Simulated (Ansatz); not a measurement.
`C[O][In]([SH])[SH]` → `[CH2]` (triplet) + `[OH][In]([SH])[SH]`  (formal loss of a carbene)

Program: Ansatz. Geometries: PBE0-D4/def2-TZVP. ΔE: electronic, gas phase. CCSD(T)/CBS is the MP2 limit (def2-TZVPP, def2-QZVPP) plus CCSD(T) − MP2 in def2-TZVPP, frozen cores. This one scheme is used for every species. Functionals use def2-TZVPP. B3LYP here is the variant with VWN-RPA as its local correlation; programs differ in this. Triplets are unrestricted, without spin–orbit coupling. def2 core potentials past Kr. For In outer-core shells are correlated without core-valence functions, which leaves a few kJ/mol of doubt a bond. One conformer a species, not always the lowest.

Task: Is it downhill or uphill in electronic energy at CCSD(T)/CBS, and by how much? (An estimate is asked.)

Result: Computed: Uphill: ΔE = +374.1 kJ/mol.

Task: What do these levels give: r2SCAN-D4, B3LYP-D4, CAM-B3LYP, HF/def2-SVP, MP2/def2-SVP, HF/def2-QZVPP? (Best estimate.)

Result: Computed: r2SCAN-D4 354.3, B3LYP-D4 372.9, CAM-B3LYP 370.3, HF/def2-SVP 251.1, MP2/def2-SVP 371.2, HF/def2-QZVPP 234.7 kJ/mol.

Largest T1 diagnostic among the species: 0.015.

From r2SCAN to r2SCAN0 (25 % exact exchange), in def2-TZVPP and without D4, ΔE moves by −6.4 kJ/mol. Leaving LDA and LC-ωPBE aside and taking each functional with its dispersion term where it has one, the values, not all of them listed here, spread over 40.0 kJ/mol, from r2SCAN0-D4 to ωB97X-V. LDA lies +71.3 kJ/mol from PBE without D4.
